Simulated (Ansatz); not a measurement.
Basis-set extrapolation for CH5BOS2 (`COB(S)S`) (PBE0-D4/def2-TZVP geometry, frozen core, Ansatz). Multiplicity 1, RHF reference.

|  | def2-TZVPP | def2-QZVPP |
| --- | --- | --- |
| HF | -935.572204 | -935.601018 |
| MP2 correlation | -0.862639 | -0.930644 |
| CCSD(T) correlation | -0.953445 | -1.016901 |

Energies in hartree. Use E(X) = E(∞) + A·exp(−7.88·√X) for Hartree–Fock and E(X) = E(∞) + B·X^(−2.97) for correlation, with X = 3 and 4.

What is the CCSD(T) energy at the basis-set limit?

HF limit: -935.601018 + (-0.028814) × 0.13774 = -935.60499. Correlation limit: -1.016901 + (-0.063456) × 0.74074 = -1.06391. Total: -936.66890 hartree, 376.1 kJ/mol below CCSD(T)/def2-TZVPP.
